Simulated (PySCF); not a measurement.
Species: C2H9BO2Si.
Numbering: `[BH2:1][CH2:2][O:3][SiH2:4][O:5][CH3:6]` (hydrogens: H7, H8 on B1; H9, H10 on C2; H11, H12 on Si4; H13, H14, H15 on C6)

Vertical excitations from PySCF (density fitting, frozen core in the response, grid level 2 and gas phase unless stated; continuum runs use non-equilibrium linear response for the excitations) on a GFN2-xTB geometry. Reference run:

```csv
settings,"S1, eV (f)","S2, eV (f)","S3, eV (f)","S4, eV (f)","S5, eV (f)","S6, eV (f)","T1, eV (Tamm–Dancoff)",mean α (au)
"PBE0/def2-SVPD, full TDDFT, 6 singlets",5.09 (0.003),5.26 (0.032),5.73 (0.002),6.26 (0.002),6.42 (0.001),7.27 (0.028),4.61,71.5
```

Problem. What do these settings give: PBE/def2-SVPD, IEF-PCM acetonitrile, full TDDFT, 1 singlet?

Solution. 
```csv
settings,"S1, eV (f)","S2, eV (f)","S3, eV (f)","S4, eV (f)","S5, eV (f)","S6, eV (f)","T1, eV (Tamm–Dancoff)",mean α (au)
"PBE/def2-SVPD, IEF-PCM acetonitrile, full TDDFT, 1 singlet",4.16 (0.022),–,–,–,–,–,–,97.6
```

S1 moves by -0.93 eV; functional and environment change together, so the shift can't be laid on one. States are counted by energy in each run and needn't keep their character from row to row.

Problem. Give the leading configurations of S1 (H = HOMO, L = LUMO) and the HOMO–LUMO gap of each run.

Solution. 
| settings | S1 configurations (weight) | S1 (eV) | orbital gap (eV) | S1 − gap (eV) |
| --- | --- | --- | --- | --- |
| PBE0/def2-SVPD, full TDDFT, 6 singlets | H−2→L 0.80, H→L 0.17 | 5.09 | 6.27 | -1.18 |
| PBE/def2-SVPD, IEF-PCM acetonitrile, full TDDFT, 1 singlet | H→L 0.86, H−1→L 0.13 | 4.16 | 4.07 | +0.09 |

The species at its GFN2-xTB geometry (one conformer only).

Conformer computed: `[BH2:1][CH2:2][O:3][SiH2:4][O:5][CH3:6]`: B1–C2–O3–Si4 -1°, C2–O3–Si4–O5 -174°, O3–Si4–O5–C6 -57°.
